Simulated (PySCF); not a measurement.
SMILES C=Cc1ccccc1SC (C9H10S) (GFN2-xTB optimised geometry):

```
20

C     -2.307    -1.932    -0.434
C     -1.097    -1.732     0.070
C     -0.351    -0.479     0.000
C     -1.000     0.755    -0.030
C     -0.288     1.939    -0.042
C      1.097     1.920    -0.017
C      1.762     0.707     0.000
C      1.048    -0.479     0.000
S      1.969    -2.012    -0.019
C      1.542    -2.580    -1.696
H     -2.806    -2.882    -0.339
H     -2.841    -1.167    -0.972
H     -0.579    -2.541     0.571
H     -2.079     0.778    -0.017
H     -0.816     2.882    -0.059
H      1.656     2.843    -0.016
H      2.841     0.670     0.012
H      1.912    -1.861    -2.420
H      0.466    -2.695    -1.784
H      2.037    -3.536    -1.831
```

Computed with PBE/def2-SVP (PySCF 2.14.0).

What are the frontier orbital energies and the dipole moment?

HOMO-2 -6.42 eV, HOMO-1 -5.81 eV, HOMO -5.12 eV, LUMO -1.85 eV, LUMO+1 -1.25 eV; dipole moment 1.45 D.

Meta-Löwdin charges at PBE/def2-SVP: C1 -0.23, C2 -0.10, C3 0.00, C4 -0.10, C5 -0.10, C6 -0.11, C7 -0.11, C8 -0.07, S9 0.03, C10 -0.35, H11 0.11, H12 0.10, H13 0.11, H14 0.11, H15 0.11, H16 0.11, H17 0.12, H18 0.12, H19 0.12, H20 0.12.
